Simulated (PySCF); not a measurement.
Species: C7H9NOSi.
Atom-mapped SMILES: `[O:1]=[CH:2][NH:3][C@:4]12[CH:5]=[CH:6][C@@:7]1([SiH3:8])[CH:9]=[CH:10]2`

Structure used (GFN2-xTB), in Å, numbered top down from 1:
```
atom  x, y, z in Å
O1     0.418   -1.207   -1.996
C2     1.495   -0.762   -1.663
N3     1.750   -0.007   -0.594
C4     0.782    0.412    0.377
C5     0.809   -0.243    1.744
C6    -0.500   -0.473    1.769
C7    -0.753    0.098    0.395
Si8   -1.749   -0.918   -0.861
C9    -0.939    1.595    0.444
C10    0.361    1.869    0.392
H11    2.402   -0.963   -2.261
H12    2.696    0.300   -0.420
H13    1.630   -0.410    2.417
H14   -1.183   -0.865    2.498
H15   -3.100   -0.806   -0.256
H16   -1.842   -0.226   -2.138
H17   -1.413   -2.331   -0.784
H18   -1.830    2.185    0.541
H19    0.957    2.763    0.387
```

NICS is the negative of the GIAO shielding at a point without a nucleus: at the ring centre (0) and 1 Å above and below it (1); zz is the component along the ring normal. Level: GIAO PBE0/pcSseg-1 (PySCF, non-relativistic, gas phase) on the GFN2-xTB geometry, one conformer.

Ring bond lengths (Å), with Mayer bond orders in brackets: C4–C5 1.516 (0.99), C5–C6 1.329 (1.79), C6–C7 1.509 (1.00), C7–C4 1.567 (0.93); C4–C7 1.567 (0.93), C7–C9 1.509 (1.00), C9–C10 1.329 (1.79), C10–C4 1.516 (0.99).

Give the NICS values of each ring in ppm.

| ring | type | NICS(0) | NICS(1), two faces | NICS(1)zz, two faces | rms pucker (Å) | centre to ring atoms, mean (Å) |
| --- | --- | --- | --- | --- | --- | --- |
| C4–C5–C6–C7 | 4-membered carbocycle; formal bonds 1 double, 3 single | -1.2 | -1.5 / -0.9 | 2.8 / -2.8 | 0.01 | 1.05 |
| C4–C7–C9–C10 | 4-membered carbocycle; formal bonds 1 double, 3 single | -1.2 | -1.5 / -0.9 | 2.8 / -2.8 | 0.01 | 1.05 |

What do they say, and how far can they be read as aromaticity?

- C4–C5–C6–C7: mean NICS(1)zz 0.0 ppm, near zero. C4, C7 have four or more neighbours, and the NICS criterion for π rings isn't applied. The two faces differ by 5.6 ppm, so no symmetry operation interchanges them.
- C4–C7–C9–C10: mean NICS(1)zz 0.0 ppm, near zero. C4, C7 have four or more neighbours, so the value isn't read as a sign of a π ring current. The two faces differ by 5.6 ppm, so no symmetry operation interchanges them.

At the first NICS(1) probe listed for ring C4–C7–C9–C10, 1 Å off the ring, what do the in-plane components average?

The isotropic value is a third of the trace: (3 × -1.5 − (2.8))/2 = -3.6 ppm.

List the ring angles and the Hirshfeld charges of the ring atoms.

- C4–C5–C6–C7: C4 85.4° (+0.054 e), C5 94.2° (-0.068 e), C6 94.8° (-0.038 e), C7 85.5° (-0.072 e); sum 360.0° against 360° for a flat convex ring.
- C4–C7–C9–C10: C4 85.4° (+0.054 e), C7 85.5° (-0.072 e), C9 94.7° (-0.038 e), C10 94.2° (-0.068 e); sum 360.0° against 360° for a flat convex ring.

Time: 61 s of wall time; peak memory 1.0 GiB. Hardware: one thread, Arm Neoverse V1 (aarch64), shared host. This is the whole shielding run at PBE0/pcSseg-1, SCF included.
